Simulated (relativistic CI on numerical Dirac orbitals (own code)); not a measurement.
Slater and spin-orbit integrals, Fe IV

Method of calculation: Dirac-Coulomb-Breit CI, separate exchange-only KLI orbitals for each configuration, QED by a radiative potential, valence Slater integrals scaled by 0.85, P86 correlation energy added to each configuration (own radial code, finite nucleus).

Slater integrals F^k, G^k are unscaled and averaged over j, outside the closed core [Ne]; ζ comes from projecting the Hamiltonian with its Breit term on Σ l·s of the shell.

- 3s²3p⁶3d⁵: F^2(3d,3d) = 96654, F^4(3d,3d) = 60417, ζ(3d) = 452.59 cm⁻¹; <r>(3d) = 0.98, <r^2>(3d) = 1.198 (bohr units).
- 3s²3p⁶3d⁴4s: F^2(3d,3d) = 102220, F^4(3d,3d) = 64119, ζ(3d) = 505.15, G^2(3d,4s) = 12622 cm⁻¹; <r>(3d) = 0.9349, <r^2>(3d) = 1.084, <r>(4s) = 2.208, <r^2>(4s) = 5.498 (bohr units).
- 3s²3p⁶3d⁴4p: F^2(3d,3d) = 102730, F^4(3d,3d) = 64471, ζ(3d) = 510.55, F^2(3d,4p) = 24305, G^1(3d,4p) = 9102, G^3(3d,4p) = 8236.1, ζ(4p) = 893.89 cm⁻¹; <r>(3d) = 0.931, <r^2>(3d) = 1.073, <r>(4p) = 2.525, <r^2>(4p) = 7.21 (bohr units).

(1) Give the Racah parameters of the d shell in 3s²3p⁶3d⁵.

In this model ζ of a weakly bound d, f or g electron outside closed shells comes out too small, for d by up to a factor of two or three and at times with the wrong sign; that of an outer p electron is too small as well.

Correlation outside the listed configurations is missing or only estimated: errors of thousands of cm⁻¹ between configurations and terms are usual at this charge. Rates and lifetimes follow the computed energies and can be off by large factors. The fine structure of a lone outer electron comes out too small, for d and f at times inverted, and misplaced configurations move strength between like terms. 54 of the 54 excited levels that our extract of the measured tables holds in this range could be paired (the sources list more); they are missed by 1071 cm⁻¹ on average and 1962 at most, and levels without a partner can miss by more. Some levels of the ground configuration have no partner and can miss by 10 % or more.

Averages of the first 10 configurations, taken without configuration mixing, which lowers the lowest level and can move excited configurations by several eV; other configurations of the list can lie among them:

```tsv
Configuration	Parity	States	Average energy above the lowest level (eV)
3s²3p⁶3d⁵	even	252	6.7
3s²3p⁶3d⁴4s	even	420	20.9
3s²3p⁶3d⁴4p	odd	1260	28.4
3s²3p⁶3d⁴4d	even	2100	38.5
3s²3p⁶3d⁴5s	even	420	40.2
3s²3p⁶3d³4s²	even	120	41.2
3s²3p⁵3d⁶	odd	1260	64.9
3s²3p⁶3d⁴5p	odd	1260	43.0
3s²3p⁶3d⁴4f	odd	2940	45.3
3s²3p⁶3d⁴5d	even	2100	47.1
```

Results:

(1) B = F²/49 − 5F⁴/441 = 1288 cm⁻¹ and C = 35F⁴/441 = 4795 cm⁻¹; values fitted to spectra at such low charge are typically 15 to 30 % smaller.
